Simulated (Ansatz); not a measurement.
## Nudged elastic band run: C₂H₆BO, charge +1

input.yaml

```yaml
crystal:
  periodic: [false, false, false]
  atoms:
    - { symbol: C, position_ang: [-1.255358, 0.640604, -0.43647] }
    - { symbol: C, position_ang: [0.165689, 0.518285, -0.256124] }
    - { symbol: B, position_ang: [0.926576, -0.659788, 0.333129] }
    - { symbol: O, position_ang: [1.346173, -1.038023, 1.512291] }
    - { symbol: H, position_ang: [-1.867433, -0.200085, -0.093132] }
    - { symbol: H, position_ang: [-1.414187, 1.487929, 0.291116] }
    - { symbol: H, position_ang: [-1.571692, 1.06759, -1.399906] }
    - { symbol: H, position_ang: [0.787782, 1.268892, -0.772693] }
    - { symbol: H, position_ang: [1.048868, -1.217502, -0.776192] }
    - { symbol: H, position_ang: [1.833571, -1.867903, 1.59798] }
total_charge: 1
basis:
  gaussian: { orbitals: def2-SVPD }
hamiltonian:
  xc: pbe0
  dispersion: d4
neb:
  order_check: false
  images: 7
  f_tol: 0.03
  max_iterations: 60
  initial_path: idpp
  final_atoms:
    - { symbol: C, position_ang: [-1.19278825, 0.84318494, -0.05808396] }
    - { symbol: C, position_ang: [0.11550223, 0.57633836, -0.44594624] }
    - { symbol: B, position_ang: [1.08452605, -0.42814296, 0.33079892] }
    - { symbol: O, position_ang: [0.65139721, -1.68006096, 0.42116639] }
    - { symbol: H, position_ang: [-1.61084193, 0.38146334, 0.84312703] }
    - { symbol: H, position_ang: [-1.79593398, 1.59861157, -0.57360173] }
    - { symbol: H, position_ang: [-1.03394355, -0.10899614, -0.85312872] }
    - { symbol: H, position_ang: [0.47303482, 1.10279054, -1.34299396] }
    - { symbol: H, position_ang: [2.09879658, 0.02667171, 0.78833666] }
    - { symbol: H, position_ang: [1.21023981, -2.31186139, 0.89032461] }
```

Run as:

```bash
$ ansatz run input.yaml --threads 2 --pin off --max-ram 3072MiB --backend cpu --events-out ev --progress --plain --runs-dir out
```

Output, in part (warnings, iteration lines, the closing report on the highest movable image, with atoms numbered from 0):

```
NEB end point (image 0): max|allowed force component| = 1.500e-2 eV/Å (the criterion of neb.relax_end_points is 1.000e-2)
NEB end point (image 8): max|allowed force component| = 1.079e-2 eV/Å (the criterion of neb.relax_end_points is 1.000e-2)
NEB iter   1: max|band force component| = 3.343e0 eV/Å  barrier→ = 1.2731 eV  barrier← = 1.3387 eV  Δτ_max = 0.1985 Å  (250 SCF iters)
NEB iter   2: max|band force component| = 1.856e0 eV/Å  barrier→ = 0.4447 eV  barrier← = 0.5103 eV  Δτ_max = 0.2000 Å  (239 SCF iters)
NEB iter   3: max|band force component| = 1.066e0 eV/Å  barrier→ = 0.2755 eV  barrier← = 0.3411 eV  Δτ_max = 0.1617 Å  (228 SCF iters)
NEB iter   4: max|band force component| = 4.619e-1 eV/Å  barrier→ = 0.1949 eV  barrier← = 0.2605 eV  CI = image 4  Δτ_max = 0.1205 Å  (217 SCF iters)
NEB iter   5: max|band force component| = 4.190e-1 eV/Å  barrier→ = 0.1642 eV  barrier← = 0.2299 eV  CI = image 4  Δτ_max = 0.1627 Å  (215 SCF iters)
NEB iter   6: max|band force component| = 4.573e-1 eV/Å  barrier→ = 0.1559 eV  barrier← = 0.2215 eV  CI = image 4  Δτ_max = 0.0814 Å  (217 SCF iters)
NEB iter   7: max|band force component| = 1.612e0 eV/Å  barrier→ = 0.1463 eV  barrier← = 0.2119 eV  CI = image 4  Δτ_max = 0.0407 Å  (214 SCF iters)
NEB iter   8: max|band force component| = 4.333e-1 eV/Å  barrier→ = 0.1379 eV  barrier← = 0.2035 eV  CI = image 4  Δτ_max = 0.0811 Å  (217 SCF iters)
NEB iter   9: max|band force component| = 2.257e-1 eV/Å  barrier→ = 0.1244 eV  barrier← = 0.1900 eV  CI = image 4  Δτ_max = 0.0811 Å  (213 SCF iters)
NEB iter  10: max|band force component| = 2.823e-1 eV/Å  barrier→ = 0.1118 eV  barrier← = 0.1774 eV  CI = image 4  Δτ_max = 0.0406 Å  (210 SCF iters)
NEB iter  11: max|band force component| = 1.416e-1 eV/Å  barrier→ = 0.1061 eV  barrier← = 0.1718 eV  CI = image 4  Δτ_max = 0.0405 Å  (215 SCF iters)
NEB iter  12: max|band force component| = 2.366e-1 eV/Å  barrier→ = 0.1001 eV  barrier← = 0.1657 eV  CI = image 4  Δτ_max = 0.0203 Å  (215 SCF iters)
NEB iter  13: max|band force component| = 9.850e-2 eV/Å  barrier→ = 0.0969 eV  barrier← = 0.1625 eV  CI = image 4  Δτ_max = 0.0405 Å  (217 SCF iters)
NEB iter  14: max|band force component| = 8.500e-2 eV/Å  barrier→ = 0.0903 eV  barrier← = 0.1560 eV  CI = image 4  Δτ_max = 0.0405 Å  (218 SCF iters)
NEB iter  15: max|band force component| = 1.485e-1 eV/Å  barrier→ = 0.0836 eV  barrier← = 0.1492 eV  CI = image 4  Δτ_max = 0.0203 Å  (217 SCF iters)
NEB iter  16: max|band force component| = 2.407e-1 eV/Å  barrier→ = 0.0803 eV  barrier← = 0.1459 eV  CI = image 4  Δτ_max = 0.0101 Å  (215 SCF iters)
NEB iter  17: max|band force component| = 8.303e-2 eV/Å  barrier→ = 0.0788 eV  barrier← = 0.1444 eV  CI = image 4  Δτ_max = 0.0203 Å  (222 SCF iters)
NEB iter  18: max|band force component| = 8.267e-2 eV/Å  barrier→ = 0.0759 eV  barrier← = 0.1415 eV  CI = image 4  Δτ_max = 0.0405 Å  (219 SCF iters)
NEB iter  19: max|band force component| = 9.460e-2 eV/Å  barrier→ = 0.0700 eV  barrier← = 0.1356 eV  CI = image 4  Δτ_max = 0.0203 Å  (218 SCF iters)
NEB iter  20: max|band force component| = 2.439e-1 eV/Å  barrier→ = 0.0674 eV  barrier← = 0.1330 eV  CI = image 4  Δτ_max = 0.0101 Å  (216 SCF iters)
NEB iter  21: max|band force component| = 7.827e-2 eV/Å  barrier→ = 0.0658 eV  barrier← = 0.1314 eV  CI = image 4  Δτ_max = 0.0203 Å  (219 SCF iters)
NEB iter  22: max|band force component| = 7.443e-1 eV/Å  barrier→ = 0.0645 eV  barrier← = 0.1301 eV  CI = image 5  Δτ_max = 0.0405 Å  (219 SCF iters)
NEB iter  23: max|band force component| = 3.378e-1 eV/Å  barrier→ = 0.0655 eV  barrier← = 0.1311 eV  CI = image 5  Δτ_max = 0.0810 Å  (214 SCF iters)
NEB iter  24: max|band force component| = 7.765e-1 eV/Å  barrier→ = 0.0677 eV  barrier← = 0.1333 eV  CI = image 4  Δτ_max = 0.0377 Å  (211 SCF iters)
NEB iter  25: max|band force component| = 3.320e-1 eV/Å  barrier→ = 0.0666 eV  barrier← = 0.1322 eV  CI = image 5  Δτ_max = 0.0491 Å  (218 SCF iters)
NEB iter  26: max|band force component| = 6.450e-2 eV/Å  barrier→ = 0.0660 eV  barrier← = 0.1316 eV  CI = image 5  Δτ_max = 0.0350 Å  (216 SCF iters)
NEB iter  27: max|band force component| = 1.354e-1 eV/Å  barrier→ = 0.0663 eV  barrier← = 0.1319 eV  CI = image 5  Δτ_max = 0.0176 Å  (215 SCF iters)
NEB iter  28: max|band force component| = 1.178e-1 eV/Å  barrier→ = 0.0663 eV  barrier← = 0.1319 eV  CI = image 5  Δτ_max = 0.0175 Å  (217 SCF iters)
NEB iter  29: max|band force component| = 3.812e-2 eV/Å  barrier→ = 0.0663 eV  barrier← = 0.1319 eV  CI = image 5  Δτ_max = 0.0349 Å  (212 SCF iters)
NEB iter  30: max|band force component| = 4.299e-2 eV/Å  barrier→ = 0.0663 eV  barrier← = 0.1319 eV  CI = image 5  Δτ_max = 0.0175 Å  (206 SCF iters)
NEB iter  31: max|band force component| = 1.828e-1 eV/Å  barrier→ = 0.0663 eV  barrier← = 0.1319 eV  CI = image 5  Δτ_max = 0.0088 Å  (205 SCF iters)
NEB iter  32: max|band force component| = 1.127e-1 eV/Å  barrier→ = 0.0663 eV  barrier← = 0.1319 eV  CI = image 5  Δτ_max = 0.0088 Å  (174 SCF iters)
NEB iter  33: max|band force component| = 4.577e-2 eV/Å  barrier→ = 0.0663 eV  barrier← = 0.1319 eV  CI = image 5  Δτ_max = 0.0175 Å  (184 SCF iters)
NEB iter  34: max|band force component| = 3.486e-2 eV/Å  barrier→ = 0.0663 eV  barrier← = 0.1319 eV  CI = image 5  Δτ_max = 0.0175 Å  (179 SCF iters)
NEB iter  35: max|band force component| = 3.479e-2 eV/Å  barrier→ = 0.0663 eV  barrier← = 0.1319 eV  CI = image 5  Δτ_max = 0.0175 Å  (166 SCF iters)
NEB iter  36: max|band force component| = 5.454e-2 eV/Å  barrier→ = 0.0663 eV  barrier← = 0.1319 eV  CI = image 5  Δτ_max = 0.0088 Å  (176 SCF iters)
NEB iter  37: max|band force component| = 6.107e-2 eV/Å  barrier→ = 0.0663 eV  barrier← = 0.1319 eV  CI = image 5  Δτ_max = 0.0044 Å  (185 SCF iters)
NEB iter  38: max|band force component| = 4.225e-2 eV/Å  barrier→ = 0.0663 eV  barrier← = 0.1319 eV  CI = image 5  Δτ_max = 0.0087 Å  (190 SCF iters)
NEB iter  39: max|band force component| = 4.459e-2 eV/Å  barrier→ = 0.0663 eV  barrier← = 0.1319 eV  CI = image 5  Δτ_max = 0.0087 Å  (178 SCF iters)
NEB iter  40: max|band force component| = 5.799e-2 eV/Å  barrier→ = 0.0663 eV  barrier← = 0.1319 eV  CI = image 5  Δτ_max = 0.0044 Å  (167 SCF iters)
NEB iter  41: max|band force component| = 5.081e-2 eV/Å  barrier→ = 0.0663 eV  barrier← = 0.1319 eV  CI = image 5  Δτ_max = 0.0087 Å  (174 SCF iters)
NEB iter  42: max|band force component| = 4.993e-2 eV/Å  barrier→ = 0.0663 eV  barrier← = 0.1319 eV  CI = image 5  Δτ_max = 0.0175 Å  (163 SCF iters)
NEB iter  43: max|band force component| = 5.012e-2 eV/Å  barrier→ = 0.0663 eV  barrier← = 0.1319 eV  CI = image 5  Δτ_max = 0.0349 Å  (165 SCF iters)
NEB iter  44: max|band force component| = 4.733e-2 eV/Å  barrier→ = 0.0663 eV  barrier← = 0.1319 eV  CI = image 5  Δτ_max = 0.0349 Å  (181 SCF iters)
NEB iter  45: max|band force component| = 3.817e-2 eV/Å  barrier→ = 0.0663 eV  barrier← = 0.1319 eV  CI = image 5  Δτ_max = 0.0349 Å  (180 SCF iters)
NEB iter  46: max|band force component| = 6.042e-2 eV/Å  barrier→ = 0.0663 eV  barrier← = 0.1319 eV  CI = image 5  Δτ_max = 0.0128 Å  (178 SCF iters)
NEB iter  47: max|band force component| = 2.272e-2 eV/Å  barrier→ = 0.0663 eV  barrier← = 0.1319 eV  CI = image 5  Δτ_max = 0.0000 Å  (359 SCF iters)
Total energy: -4878.00232332 eV, -179.2632789534 hartree
Atom 0 at    -1.042367     0.916415     0.368379 Å, force     0.000005     0.000020     0.000006 eV/Å
Atom 1 at     0.233520     0.684171    -0.119492 Å, force    -0.000018     0.000004    -0.000007 eV/Å
Atom 2 at     0.873949    -0.796731    -0.294321 Å, force    -0.000006    -0.000009     0.000032 eV/Å
Atom 3 at     0.589062    -1.599622     0.722058 Å, force     0.000019     0.000004    -0.000043 eV/Å
Atom 4 at    -1.677760     0.073929     0.666350 Å, force    -0.000000    -0.000005    -0.000003 eV/Å
Atom 5 at    -1.425325     1.932754     0.515339 Å, force    -0.000001    -0.000003     0.000004 eV/Å
Atom 6 at    -0.858805     0.784105    -0.900705 Å, force     0.000004    -0.000011    -0.000000 eV/Å
Atom 7 at     0.825912     1.569226    -0.393042 Å, force     0.000006    -0.000003    -0.000002 eV/Å
Atom 8 at     1.520914    -1.073789    -1.264517 Å, force    -0.000001     0.000003     0.000001 eV/Å
Atom 9 at     0.960889    -2.490460     0.699950 Å, force    -0.000008     0.000000     0.000012 eV/Å
Dipole moment:    -0.285967     0.442389    -0.265937 e Å
```

It converged. A vibrational analysis at the climbing image gives one clearly imaginary mode, 87i cm⁻¹: a first-order saddle point. Limits of this set-up: the dipole of an ion depends on the origin.

Final band (atoms are numbered from 1 in the order of the input):

```csv
image,path coordinate (Å),energy (kcal/mol),dihedral C1–C2–B3–H9 (°)
0,0.00,0.0,89
1,0.55,0.6,86
2,1.10,0.8,85
3,1.65,0.8,96
4,2.19,1.3,117
5,2.74,1.5,139
6,3.65,0.8,175
7,4.55,-0.7,-149
8,5.45,-1.5,-119
```

Run time: 12 min on 2 threads of Arm Neoverse V1 (shared host), peak memory 0.28 GiB.
